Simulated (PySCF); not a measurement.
**Two-photon absorption: `[H]/N=C/C(F)=C\C=C/C`, C₆H₈FN**

Geometry:
| atom | x (Å) | y (Å) | z (Å) |
| --- | --- | --- | --- |
| C1 | -2.515 | 1.168 | 0.536 |
| C2 | -1.283 | 1.242 | -0.295 |
| C3 | -0.175 | 0.495 | -0.194 |
| C4 | 0.038 | -0.550 | 0.761 |
| C5 | 1.162 | -1.288 | 0.844 |
| F6 | 1.205 | -2.245 | 1.813 |
| C7 | 2.376 | -1.249 | 0.063 |
| N8 | 2.552 | -0.434 | -0.890 |
| H9 | -2.690 | 2.130 | 1.019 |
| H10 | -3.376 | 0.967 | -0.102 |
| H11 | -2.462 | 0.400 | 1.300 |
| H12 | -1.313 | 2.001 | -1.067 |
| H13 | 0.648 | 0.663 | -0.872 |
| H14 | -0.742 | -0.780 | 1.475 |
| H15 | 3.113 | -1.995 | 0.389 |
| H16 | 3.453 | -0.515 | -1.355 |

The calculation used TDDFT CAM-B3LYP/def2-SVPD excited states, vertical, gas phase (PySCF). Geometry: GFN2-xTB.

Singlets 3 and 4 lie within 0.01 eV of each other, so their separate moments and overlaps can depend on how they mix.

Problem. How strongly do the lowest singlets absorb one photon, and two photons of half the energy?

Solution. δ for parallel linear polarisation; σ at the peak of a Lorentzian of half width 0.1 eV, single beam; Ω is circular over linear.
```tsv
state	E (eV)	f	photon λ (nm)	δ (au)	σ (GM)	Ω	main
S1	4.32	0.001	574	0.96	0.01	1.38	HOMO−1→LUMO 0.94
S2	4.33	0.490	573	498	3.42	0.67	HOMO→LUMO 0.98
S3	6.43	0.028	386	2690	40.70	0.66	HOMO−2→LUMO 0.85, HOMO→LUMO+3 0.12
S4	6.44	0.000	385	19.6	0.30	1.48	HOMO→LUMO+1 0.87
S5	6.80	0.001	364	0.53	0.01	1.49	HOMO−3→LUMO 0.75, HOMO−1→LUMO+3 0.13
```

Among these, the strongest one-photon state is S2, the strongest two-photon state S3, with a dipole change of 1.2 D (relaxed, norm of the difference vector).
